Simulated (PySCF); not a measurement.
H9N3Si3. Atoms are numbered in the order given.

```xyz
15

Si     0.2648     1.6822     0.0000
N     -0.2703     0.8332    -1.4345
Si    -0.0967    -0.8912    -1.5831
N      0.4210    -1.4235     0.0000
Si    -0.0967    -0.8912     1.5831
N     -0.2703     0.8332     1.4345
H     -0.3459     3.0419     0.0000
H      1.7493     1.7951     0.0000
H     -0.9183     1.3139    -2.0524
H     -1.3985    -1.4580    -2.0543
H      0.9578    -1.3570    -2.5342
H      1.1506    -2.1322     0.0000
H      0.9578    -1.3570     2.5342
H     -1.3985    -1.4580     2.0543
H     -0.9183     1.3139     2.0524
```
Charge 0, spin multiplicity 1.

Geometry optimised at B3LYP-D3(BJ)/def2-SVP.

The numbers are results of r2SCAN/def2-TZVP in PySCF, not measurements.

The molecule is in vacuum.

```json
{
 "total_energy": "-1038.25054 hartree",
 "point_group": "Cs",
 "highest_occupied_level": "-6.16 eV",
 "lowest_empty_level": "-0.08 eV",
 "orbital_gap": "6.08 eV",
 "dipole_moment": "0.74 D",
 "quadrupole, principal values (traceless, Buckingham form, about the centre of nuclear charge)": "-7.94, 0.36, 7.57 D·Å",
 "mean_static_polarisability": "92.4 bohr³ (13.69 Å³)",
 "polarisability_principal_values": "81.1, 97.9, 98.1 bohr³"
}
```
